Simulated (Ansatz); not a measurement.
Cost and result up the ladder for `Cc1cc(-c2sc(-c3sc(-c4sc(N(C)C)cc4C)cc3C)cc2C)sc1C#N` (51 atoms). Total charge 0; singlet. Geometry: PBE-D4/def2-SVP.

Cartesian coordinates in Å:
```
C -5.179 -1.012 -7.145
C -4.628 -0.666 -5.793
C -3.576 -1.369 -5.147
C -3.221 -0.857 -3.894
C -2.208 -1.300 -2.968
S -1.620 -0.199 -1.733
C -0.533 -1.402 -1.066
C 0.302 -1.074 0.060
S 0.567 0.612 0.475
C 1.563 0.200 1.860
C 2.140 1.192 2.723
S 3.062 0.636 4.126
C 3.412 2.281 4.625
N 4.192 2.524 5.729
C 4.482 1.444 6.651
C 4.306 3.893 6.188
C 2.815 3.198 3.757
C 2.107 2.593 2.680
C 1.398 3.392 1.624
C 1.674 -1.193 1.954
C 0.976 -1.921 0.958
C 0.951 -3.422 0.905
C -0.648 -2.594 -1.790
C -1.583 -2.554 -2.858
C -1.866 -3.735 -3.742
S -4.225 0.522 -3.492
C -5.084 0.406 -5.014
C -6.105 1.326 -5.341
N -6.959 2.087 -5.624
H -5.973 -0.305 -7.453
H -4.381 -0.992 -7.916
H -5.609 -2.035 -7.149
H -3.056 -2.214 -5.614
H 4.831 0.549 6.092
H 5.296 1.750 7.335
H 3.599 1.140 7.264
H 5.071 3.949 6.986
H 3.346 4.298 6.589
H 4.632 4.553 5.357
H 2.879 4.285 3.887
H 0.305 3.191 1.618
H 1.541 4.477 1.787
H 1.769 3.150 0.605
H 2.255 -1.682 2.748
H 1.343 -3.854 1.846
H 1.576 -3.816 0.075
H -0.077 -3.808 0.750
H -0.045 -3.483 -1.573
H -1.388 -3.628 -4.740
H -1.474 -4.666 -3.289
H -2.953 -3.866 -3.914
```

Ansatz on 2 threads of AMD EPYC 7R13 on a shared host and a share (18 GiB) of an NVIDIA H100 80GB HBM3. Times are rough, and most runs start from the orbitals of an earlier one. PBE0-D4/def2-TZVP serves as the yardstick here, not as an exact answer. Differences are given only for rows in sets of like size (and for xTB, whose basis is part of the method), since another set adds its own error. Binding counts from free atoms at the same level (C triplet, S triplet, N quartet, H doublet; other spins of the atoms weren't run), without zero-point energy or a counterpoise term.

Single mean-field runs in def2-SVP, def2-TZVP are fitted with def2-universal-jkfit.

```tsv
level	functions	wall time
PBE0-D4/def2-SVP	532	6.5 s
PBE-D4/def2-SVP	532	7 s
PBE-D4/def2-TZVP (with forces)	1055	10 s
PBE0-D4/def2-TZVP	1055	13 s
r2SCAN-D4/def2-TZVP	1055	17 s
```

**Question.** Estimate what each level gives for the binding energy per atom (eV).

**Answer.** 
| level | binding energy per atom (eV) | difference from PBE0-D4/def2-TZVP (eV) |
| --- | --- | --- |
| PBE0-D4/def2-SVP | 4.95 | – |
| PBE-D4/def2-SVP | 5.07 | – |
| PBE-D4/def2-TZVP (with forces) | 5.01 | 0.12 |
| PBE0-D4/def2-TZVP | 4.88 | 0.00 |
| r2SCAN-D4/def2-TZVP | 4.83 | -0.05 |
